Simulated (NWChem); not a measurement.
Species: CClF, singlet; SMILES [C](F)Cl

Results from NWChem. Pople sets run with spherical d functions. Low-valent species are run as closed-shell singlets; no triplet was tried in these runs. All runs use the structure optimised with PBE0/def2-SVP. Core excitations by TDA in a window of 1s orbitals, non-relativistic and unshifted: absolute energies depend strongly on the exact-exchange share.

```
level                         first 1s excitation (eV)  dipole oscillator strength of the first  first state with f > 0.002 (eV)  dipole oscillator strength of that state
----------------------------  ------------------------  ---------------------------------------  -------------------------------  ----------------------------------------
F K edge, PBE/cc-pVTZ                            659.0                                   0.0143                            659.0                                    0.0143
F K edge, BHandHLYP/6-311G**                     683.4                                   0.0210                            683.4                                    0.0210
Cl K edge, BHandHLYP/cc-pVTZ                (withheld)                                   0.0020                       (withheld)                                (withheld)
Cl K edge, PBE0/def2-TZVP                       2763.3                                   0.0018                           2766.2                                    0.0036
```

Problem. What belongs in the gaps?

Solution. 
- Cl K edge, BHandHLYP/cc-pVTZ, first 1s excitation (eV): 2792.6
- Cl K edge, BHandHLYP/cc-pVTZ, first state with f > 0.002 (eV): 2794.3
- Cl K edge, BHandHLYP/cc-pVTZ, dipole oscillator strength of that state: 0.0043
